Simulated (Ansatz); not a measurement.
Ansatz (a quantum-chemistry and plane-wave program) input (CCSD(T)/aug-cc-pV(D+d)Z):
A basis named .json is the Basis Set Exchange file of that set.

Ansatz 0.2 input:
```yaml
crystal:
  periodic: [false, false, false]
  atoms:
    - {symbol: F, position_ang: [1.07736465, -0.18940377, -0.01041724]}
    - {symbol: Al, position_ang: [-0.55295500, 0.09721106, 0.00534662]}
    - {symbol: H, position_ang: [-1.49630049, -1.15761885, 0.00183090]}
    - {symbol: H, position_ang: [-1.01156631, 1.59850897, 0.02241813]}
basis:
  gaussian:
    orbitals: aug-cc-pV_D+d_Z.json
magnetization: {spin_polarized: false}
correlation: {method: ccsd_t, electrons: outside_noble_gas}
output: {forces: true}
```

End of the output:

```
cycle   4  -8.11280261 eV  change    3.3e-3 eV  update   2.7e-3
cycle   5  -8.11138327 eV  change    1.4e-3 eV  update   1.3e-3
cycle   6  -8.11196063 eV  change   -5.8e-4 eV  update   3.2e-4
cycle   7  -8.11194683 eV  change    1.4e-5 eV  update   1.2e-4
cycle   8  -8.11188718 eV  change    6.0e-5 eV  update   3.5e-5
cycle   9  -8.11189120 eV  change   -4.0e-6 eV  update   1.1e-5
perturbative correction -0.16008575 eV, -0.0058830429 hartree
the calculation of the forces begins
0.57 GiB of device memory are held for the factors and their scratch space
Total energy: -9330.93086304 eV, -342.9053844847 hartree
Atom 0 at     1.077365    -0.189404    -0.010417 Å, force     0.408926    -0.071890    -0.003954 eV/Å
Atom 1 at    -0.552955     0.097211     0.005347 Å, force    -0.328376     0.057729     0.003175 eV/Å
Atom 2 at    -1.496300    -1.157619     0.001831 Å, force    -0.051844    -0.058701    -0.000102 eV/Å
Atom 3 at    -1.011566     1.598509     0.022418 Å, force    -0.028706     0.072862     0.000881 eV/Å
Dipole moment:    -0.293231     0.051551     0.002835 e Å
```
